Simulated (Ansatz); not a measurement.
`C[C@H]1C[Si@H]1Cl`, relaxed with RKS PBE0-D4/def2-TZVP in Ansatz from a PBE-D4/def2-SVP geometry. The force threshold is 0.005 eV/Å; the program also tests the step.

Total charge 0; spin multiplicity 1.

Start:

```xyz
12

C     0.363    0.036    1.513
C    -0.022   -0.606    0.192
C    -1.148    0.067   -0.662
Si    0.531    0.072   -1.460
Cl    1.599    1.857   -1.470
H     1.276   -0.432    1.936
H    -0.452   -0.068    2.263
H     0.573    1.119    1.396
H    -0.110   -1.708    0.243
H    -1.952   -0.587   -1.045
H    -1.536    1.024   -0.268
H     0.878   -0.774   -2.639
```

Problem. How much energy does the relaxation release, and in how many steps? (An estimate is asked.)

Solution. Ansatz gave: 1.52 kcal/mol, in 7 steps.

Problem. Which bonds change most? (An estimate is asked.)

Solution. Computed: Si4–Cl5 from 2.080 to 2.046 Å; C2–Si4 from 1.870 to 1.837 Å; C3–Si4 from 1.860 to 1.830 Å; C3–H10 from 1.104 to 1.086 Å.

Problem. Give the relaxed structure. (An estimate is asked.)

Solution. The calculation gave: 
```xyz
12

C     0.351    0.031    1.508
C    -0.002   -0.596    0.184
C    -1.130    0.081   -0.662
Si    0.525    0.074   -1.443
Cl    1.591    1.819   -1.504
H     1.270   -0.397    1.914
H    -0.448   -0.121    2.241
H     0.508    1.108    1.410
H    -0.100   -1.680    0.226
H    -1.929   -0.558   -1.024
H    -1.497    1.020   -0.255
H     0.860   -0.781   -2.597
```
